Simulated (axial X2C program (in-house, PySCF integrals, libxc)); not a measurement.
Curves of FPmF from open-shell CI on f4 s1

Calculated with an in-house all-electron X2C program for linear molecules (integrals from PySCF): two-component X2C with atomic mean-field Coulomb and Gaunt terms, basis F dyall-av3z, Pm dyall-v3z (cores contracted in-house). Orbitals come from Hartree–Fock averaged over the configuration Pm f4 s1; CI then distributes these electrons over the f, s shells of Pm.

Scan along the symmetric stretch (R is each bond); masses F 18.998 u, Pm 144.913 u, F 18.998 u. Energies in cm⁻¹ from the lowest point; levels are followed by energy order within each Ω. Lowest level at 2.103 Å: 100% f4 s1.

```
R (Å)  (1)Ω=1/2  (1)Ω=3/2  (1)Ω=5/2  (1)Ω=7/2  (2)Ω=3/2
1.956      4315      4587      4368      4820      5247
2.029       998      1236      1184      1609      1927
2.103         0       211       258       665       936
2.187       947      1135      1242      1635      1898
2.271      3425      3595      3735      4112      4392
2.366      7420      7575      7735      8092      8405
2.482     13290     13432     13604     13933     14299
```

Q: Fit the curves (1)Ω=1/2, (1)Ω=3/2, (1)Ω=5/2, (1)Ω=7/2, (2)Ω=3/2 near their minima.

A: From the open-shell CI curves, Te from the lowest:

```csv
level,Te (cm⁻¹),Re (Å),ωe (cm⁻¹)
(1)Ω=1/2,0,2.104,527.4
(1)Ω=3/2,210,2.105,527.2
(1)Ω=5/2,258,2.102,524.4
(1)Ω=7/2,665,2.103,524.3
(2)Ω=3/2,937,2.104,528.6
```

Without dynamic correlation distances can be off by several hundredths of an Å (long for ionic bonds, short for multiple bonds) and the wavenumbers are rough.

The 5 lowest curves are shown; the next is (2)Ω=5/2, from 967 cm⁻¹.

There is no dynamic correlation: spin–orbit spacings and, for f shells, spacings inside one term are the most reliable numbers, splittings between terms come out too wide, and energies between configurations are not reliable, so the lowest level need not be the ground state of the molecule. At most 4 roots were kept for each Ω > 0 (twice that for Ω = 0) within 2.2 eV of the lowest, so higher up levels can be missing between those listed; levels with Ω > 0 are doubly degenerate and listed once, Ω = 0 levels singly. The molecule was held linear; bending was not examined.
